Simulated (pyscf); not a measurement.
Optimised with ωB97X-D3(BJ)/def2-SVP in PySCF.

### Question
Estimate the classical barrier height and the reaction energy of H₃Si–Si•(SiH₃)–SiH₃ + germane (GeH₄) → H₃Si–SiH(SiH₃)–SiH₃ + GeH₃• at ωB97M-D3(BJ)/def2-TZVP. The step runs on the doublet surface, breaks Ge–H and forms H–Si; take the separated reactants as zero.

### Answer
ΔE‡ = 27.7 kJ/mol, ΔE = +3.1 kJ/mol. Zero-point energy shifts the barrier by -12.1 kJ/mol. It is a hydrogen abstraction, with an imaginary mode of 1348i cm⁻¹. One saddle was located; it need not be the lowest between these sides. The angle at the transferred H is 179°. Elements up to Kr have no core potential and no relativistic terms here.
